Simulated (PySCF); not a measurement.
C5H13BrSi (SMILES CC[Si](C)(Br)CC), singlet, at a GFN2-xTB geometry; SA2-CASSCF(2,3)/STO-3G in PySCF.

PySCF was given this input:
```python
from pyscf import gto, scf, mcscf
import numpy

mol = gto.Mole()
mol.atom = '''
    C    -2.53666719   -0.56649189   -1.19933993
    C    -1.06366455   -0.79060366   -1.52905572
    Si    0.10237734    0.39788132   -0.60177897
    C    -0.40447573    2.21832919   -0.78091575
    Br   -0.10566607   -0.10288341    1.58588676
    C     1.93522480    0.12947555   -1.04507253
    C     2.40427216   -1.30971048   -0.85632625
    H    -2.85119105    0.43305770   -1.49185966
    H    -2.71491142   -0.68274640   -0.13215549
    H    -3.16104759   -1.28584369   -1.72576483
    H    -0.80244443   -1.82209626   -1.28314877
    H    -0.91646809   -0.68178554   -2.60511389
    H    -0.41978296    2.52413886   -1.82260863
    H    -1.39504481    2.38989507   -0.36944468
    H     0.28515535    2.87200317   -0.25384298
    H     2.10671915    0.43036066   -2.07970435
    H     2.55141539    0.78596441   -0.42745422
    H     2.25807118   -1.63137422    0.17294685
    H     1.85339141   -1.98514295   -1.50770466
    H     3.46303061   -1.40184182   -1.09101426
'''
mol.basis = 'sto-3g'
mol.verbose = 4
mol.build()

mf = scf.RHF(mol)
mf.kernel()
mc = mcscf.CASSCF(mf, 3, 2)
mc.fix_spin_(ss=0.0)
mc = mc.state_average_([0.5, 0.5])
mc.kernel()
```

Output, abridged:

```
PySCF version 2.14.0

[INPUT] verbose = 4
[INPUT] num. atoms = 20
[INPUT] num. electrons = 92
[INPUT] charge = 0
[INPUT] spin (= nelec alpha-beta = 2S) = 0
[INPUT] symmetry False subgroup None
[INPUT] Mole.unit = angstrom
[INPUT] Symbol           X                Y                Z      unit          X                Y                Z       unit  Magmom
[...]
nuclear repulsion = 636.553701356959
number of shells = 41
number of NR pGTOs = 195
number of NR cGTOs = 65
basis = sto-3g
ecp = {}

******** <class 'pyscf.scf.hf.RHF'> ********
method = RHF
initial guess = minao
damping factor = 0
level_shift factor = 0
DIIS = <class 'pyscf.scf.diis.CDIIS'>
diis_start_cycle = 1
diis_space = 8
diis_damp = 0
SCF conv_tol = 1e-09
SCF conv_tol_grad = None
SCF max_cycles = 50
direct_scf = True
direct_scf_tol = 1e-13
Set gradient conv threshold to 3.16228e-05
Initial guess from minao.
init E= -3021.8028187954
[...]
cycle= 1 E= -3024.91762318286  delta_E= -3.11  |g|= 0.345  |ddm|= 4.97
[...]
cycle= 2 E= -3024.99165760055  delta_E= -0.074  |g|= 0.0802  |ddm|= 0.885
[...]
cycle= 3 E= -3024.99565130786  delta_E= -0.00399  |g|= 0.0145  |ddm|= 0.208
[...]
cycle= 4 E= -3024.9957961854  delta_E= -0.000145  |g|= 0.00274  |ddm|= 0.0422
[...]
cycle= 5 E= -3024.99580159915  delta_E= -5.41e-06  |g|= 0.000535  |ddm|= 0.00793
[...]
cycle= 6 E= -3024.99580179375  delta_E= -1.95e-07  |g|= 0.000118  |ddm|= 0.00149
[...]
cycle= 7 E= -3024.99580180088  delta_E= -7.13e-09  |g|= 2.04e-05  |ddm|= 0.000254
[...]
cycle= 8 E= -3024.99580180119  delta_E= -3.07e-10  |g|= 4.49e-06  |ddm|= 5.66e-05
[...]
Extra cycle  E= -3024.99580180119  delta_E=    0  |g|= 1.49e-06  |ddm|= 8.41e-06
converged SCF energy = -3024.99580180119

******** <class 'pyscf.mcscf.addons.StateAverageCASSCF'> ********
CAS (1e+1e, 3o), ncore = 45, nvir = 17
max_cycle_macro = 50
max_cycle_micro = 4
conv_tol = 1e-07
conv_tol_grad = None
orbital rotation max_stepsize = 0.02
orbital rotation threshold for CI restart = 0.01
augmented hessian ah_max_cycle = 30
augmented hessian ah_conv_tol = 1e-12
augmented hessian ah_linear dependence = 1e-14
augmented hessian ah_level shift = 1e-08
augmented hessian ah_start_tol = 2.5
augmented hessian ah_start_cycle = 3
augmented hessian ah_grad_trust_region = 3
kf_trust_region = 3
kf_interval = 4
ci_response_space = 4
ci_grad_trust_region = 3
with_dep4 0
natorb = False
canonicalization = True
sorting_mo_energy = False
ao2mo_level = 2
internal_rotation = False
******** <class 'pyscf.mcscf.addons.StateAverageSpinPenaltyFCISolver'> ********
max. cycles = 50
conv_tol = 1e-08
davidson only = True
linear dependence = 1e-12
level shift = 0.001
max iter space = 12
nroots = 2
pspace_size = 400
spin = None
State-average over 2 states with weights [0.5, 0.5]
CASCI E = -3024.81789168724  S^2 = 0.0000000
Set conv_tol_grad to 0.000316228
macro iter   1 ( 21 JK    4 micro), CASSCF E = -3024.82543448990  dE = -7.54280265e-03  S^2 = 0.0000000
               |grad[o]|=0.0987  |ddm|=0.00314  |maxRot[o]|= 0.23
macro iter   2 ( 21 JK    4 micro), CASSCF E = -3024.82627364632  dE = -8.39156419e-04  S^2 = 0.0000000
               |grad[o]|=0.0352  |ddm|=0.000419  |maxRot[o]|=0.0271
macro iter   3 ( 21 JK    4 micro), CASSCF E = -3024.82635850977  dE = -8.48634531e-05  S^2 = 0.0000000
               |grad[o]|=0.0131  |ddm|=0.000409  |maxRot[o]|=0.0578
macro iter   4 ( 21 JK    4 micro), CASSCF E = -3024.82640819146  dE = -4.96816870e-05  S^2 = 0.0000000
               |grad[o]|=0.0081  |ddm|=0.000827  |maxRot[o]|=0.144
macro iter   5 ( 21 JK    4 micro), CASSCF E = -3024.82648466947  dE = -7.64780079e-05  S^2 = 0.0000000
               |grad[o]|=0.00546  |ddm|=0.0012  |maxRot[o]|=0.219
macro iter   6 ( 21 JK    4 micro), CASSCF E = -3024.82657069319  dE = -8.60237269e-05  S^2 = 0.0000000
               |grad[o]|=0.00365  |ddm|=0.00107  |maxRot[o]|=0.217
macro iter   7 ( 21 JK    4 micro), CASSCF E = -3024.82663402678  dE = -6.33335885e-05  S^2 = 0.0000000
               |grad[o]|=0.00244  |ddm|=0.000429  |maxRot[o]|=0.177
macro iter   8 ( 21 JK    4 micro), CASSCF E = -3024.82667352071  dE = -3.94939311e-05  S^2 = 0.0000000
               |grad[o]|=0.00164  |ddm|=5.98e-05  |maxRot[o]|=0.138
macro iter   9 ( 21 JK    4 micro), CASSCF E = -3024.82669526626  dE = -2.17455504e-05  S^2 = 0.0000000
               |grad[o]|=0.00111  |ddm|=0.0003  |maxRot[o]|=0.101
macro iter  10 ( 21 JK    4 micro), CASSCF E = -3024.82670648669  dE = -1.12204316e-05  S^2 = 0.0000000
               |grad[o]|=0.000763  |ddm|=0.000463  |maxRot[o]|=0.0726
macro iter  11 ( 21 JK    4 micro), CASSCF E = -3024.82671213899  dE = -5.65229766e-06  S^2 = 0.0000000
               |grad[o]|=0.000549  |ddm|=0.000551  |maxRot[o]|=0.0514
macro iter  12 ( 21 JK    4 micro), CASSCF E = -3024.82671496814  dE = -2.82915107e-06  S^2 = 0.0000000
               |grad[o]|=0.000421  |ddm|=0.000598  |maxRot[o]|=0.0365
macro iter  13 ( 21 JK    4 micro), CASSCF E = -3024.82671637916  dE = -1.41102055e-06  S^2 = 0.0000000
               |grad[o]|=0.000347  |ddm|=0.000624  |maxRot[o]|=0.026
macro iter  14 ( 21 JK    4 micro), CASSCF E = -3024.82671707728  dE = -6.98118129e-07  S^2 = 0.0000000
               |grad[o]|=0.000305  |ddm|=0.000638  |maxRot[o]|=0.0186
macro iter  15 ( 21 JK    4 micro), CASSCF E = -3024.82671741675  dE = -3.39472990e-07  S^2 = 0.0000000
               |grad[o]|=0.000283  |ddm|=0.000646  |maxRot[o]|=0.0134
macro iter  16 ( 21 JK    4 micro), CASSCF E = -3024.82671757623  dE = -1.59478986e-07  S^2 = 0.0000000
               |grad[o]|=0.000271  |ddm|=0.00065  |maxRot[o]|=0.00963
macro iter  17 ( 21 JK    4 micro), CASSCF E = -3024.82671764603  dE = -6.97978066e-08  S^2 = 0.0000000
               |grad[o]|=0.000264  |ddm|=0.000653  |maxRot[o]|=0.00694
1-step CASSCF converged in  17 macro (357 JK  68 micro) steps
CASSCF canonicalization
Density matrix diagonal elements [1.49936057e+00 5.00108507e-01 5.30927306e-04]
CASSCF energy = -3024.82671764603
CASCI E = -3024.82671764603  E(CI) = -0.885235387801004  S^2 = 0.0000000
CASCI state-averaged energy = -3024.82671764603
CASCI energy for each state
  State 0 weight 0.5  E = -3024.98786796734 S^2 = 0.0000000
  State 1 weight 0.5  E = -3024.66556732472 S^2 = 0.0000000
```
